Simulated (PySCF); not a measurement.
ClHOSn, SMILES [OH][Sn][Cl] (connectivity only; charge and spin as stated), neutral, multiplicity 1.

Geometry: PBE-D3(BJ)/def2-TZVP. The def2 effective core potentials stand for the cores of Sn; spin–orbit coupling is left out. Other conformers were not sampled.

Level of theory: TDA-LC-ωPBE/def2-SVPD run with PySCF 2.14.0.

Vertical excitations.  State labels are in the subgroup Cs.

**Question.** Estimate the UV-visible absorptions. (Estimate from the structure and the level; the computed values follow.)

**Answer.** 
```json
[
 {"state": "S1", "symmetry": "A\"", "energy (eV)": "4.62", "λ (nm)": "268", "f": "0.089", "main pairs": "HOMO→LUMO 97 %"},
 {"state": "S2", "symmetry": "A\"", "energy (eV)": "5.67", "λ (nm)": "219", "f": "0.010", "main pairs": "HOMO−1→LUMO 94 %"},
 {"state": "S3", "symmetry": "A'", "energy (eV)": "5.97", "λ (nm)": "208", "f": "0.004", "main pairs": "HOMO−2→LUMO 85 %"},
 {"state": "S4", "symmetry": "A\"", "energy (eV)": "6.39", "λ (nm)": "194", "f": "0.004", "main pairs": "HOMO−4→LUMO 93 %"},
 {"state": "S5", "symmetry": "A'", "energy (eV)": "6.47", "λ (nm)": "192", "f": "0.023", "main pairs": "HOMO−3→LUMO 70 %, HOMO→LUMO+2 11 %, HOMO→LUMO+1 11 %"},
 {"state": "S6", "symmetry": "A'", "energy (eV)": "6.92", "λ (nm)": "179", "f": "0.325", "main pairs": "HOMO→LUMO+1 66 %"},
 {"state": "S7", "symmetry": "A'", "energy (eV)": "7.50", "λ (nm)": "165", "f": "0.492", "main pairs": "HOMO→LUMO+2 75 %, HOMO−3→LUMO 13 %"},
 {"state": "S8", "symmetry": "A\"", "energy (eV)": "7.51", "λ (nm)": "165", "f": "0.024", "main pairs": "HOMO−2→LUMO+1 81 %"},
 {"state": "S9", "symmetry": "A'", "energy (eV)": "7.69", "λ (nm)": "161", "f": "0.245", "main pairs": "HOMO−1→LUMO+1 75 %"},
 {"state": "S10", "symmetry": "A\"", "energy (eV)": "7.77", "λ (nm)": "159", "f": "0.014", "main pairs": "HOMO−2→LUMO+2 46 %, HOMO−3→LUMO+1 21 %, HOMO−3→LUMO+2 16 %"},
 {"state": "T1", "symmetry": "A\"", "energy (eV)": "3.10", "λ (nm)": "400", "f": "0", "main pairs": "HOMO→LUMO 92 %"},
 {"state": "T2", "symmetry": "A'", "energy (eV)": "5.14", "λ (nm)": "241", "f": "0", "main pairs": "HOMO−2→LUMO 64 %, HOMO−3→LUMO 31 %"},
 {"state": "T3", "symmetry": "A'", "energy (eV)": "5.15", "λ (nm)": "241", "f": "0", "main pairs": "HOMO→LUMO+1 84 %"},
 {"state": "T4", "symmetry": "A\"", "energy (eV)": "5.45", "λ (nm)": "228", "f": "0", "main pairs": "HOMO−1→LUMO 89 %"}
]
```
Triplets are in the Tamm–Dancoff approximation.
